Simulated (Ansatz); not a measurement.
Consider the ligand exchange at the Si–N bond: `N[SiH2]N[SiH](N)Cl` + HI → `N[SiH2]I` + `N[SiH](N)Cl`.

Program: Ansatz. Geometries: PBE0-D4/def2-TZVP. ΔE: electronic, gas phase. CBS: MP2 limit from def2 TZ/QZ plus the TZ coupled-cluster correction, frozen cores. Elements past krypton have def2 core potentials. For I outer-core shells are correlated without core-valence functions, which leaves a few kJ/mol of doubt a bond. One conformer a species, not always the lowest.

`N[SiH2]N[SiH](N)Cl`:

Z-matrix (Å, degrees):
```
Si
N 1 1.724
N 1 1.727 2 110.2
H 1 1.490 2 104.4 3 123.8
H 1 1.484 2 113.8 3 -116.8
Si 2 1.712 1 127.8 3 55.4
H 2 1.009 1 115.5 3 -118.3
H 3 1.009 1 117.8 2 -154.2
H 3 1.009 1 119.3 2 67.3
N 6 1.691 2 106.4 1 -9.8
Cl 6 2.080 2 106.6 1 -134.5
H 6 1.478 2 115.9 1 111.4
H 10 1.005 6 122.3 2 165.1
H 10 1.010 6 119.7 2 -39.0
```

HI:

```xyz
2

I     0.754   -0.006   -0.282
H    -0.754    0.006    0.282
```

`N[SiH2]I`:

```xyz
7

N    -0.482   -0.968   -0.355
Si    0.330    0.513   -0.124
I     0.293    1.396    2.180
H    -0.086   -1.816    0.022
H    -1.489   -0.995   -0.314
H    -0.326    1.545   -0.955
H     1.759    0.325   -0.454
```

`N[SiH](N)Cl`:

Z-matrix (Å, degrees):
```
Si
N 1 1.697
Cl 1 2.073 2 116.7
N 1 1.699 2 107.9 3 116.3
H 1 1.482 2 105.8 3 -115.6
H 2 1.007 1 120.2 3 82.6
H 2 1.008 1 120.5 3 -65.1
H 4 1.005 1 121.2 2 -154.5
H 4 1.006 1 120.9 2 52.5
```

```json
{"species": "`N[SiH2]N[SiH](N)Cl`", "MP2/def2-QZVPP energy (Eh)": "-1206.87877"}
{"species": "HI", "MP2/def2-QZVPP energy (Eh)": "-297.92187"}
{"species": "`N[SiH2]I`", "MP2/def2-QZVPP energy (Eh)": "-643.53130"}
{"species": "`N[SiH](N)Cl`", "MP2/def2-QZVPP energy (Eh)": "-861.27970"}
```

Question: Work out ΔE.

Answer: ΔE = (-643.53130) + (-861.27970) − (-1206.87877) − (-297.92187) = -0.01036 Eh = -27.2 kJ/mol. CCSD(T)/CBS gives -23.9 kJ/mol.

Largest T1 diagnostic among the species: 0.010.

The D4 term adds +10.1 kJ/mol with B3LYP and +6.1 kJ/mol with PBE0; it sums over pairs of atoms, weighted by their polarisabilities, and B3LYP, whose exchange is more repulsive, gets the larger term. In def2-TZVPP, CCSD(T) changes the Hartree–Fock value by +13.7 kJ/mol (the triples alone add +1.0 kJ/mol) and MP2 by +6.4 kJ/mol.

B3LYP here is the variant with VWN-RPA as its local correlation; programs differ in this.
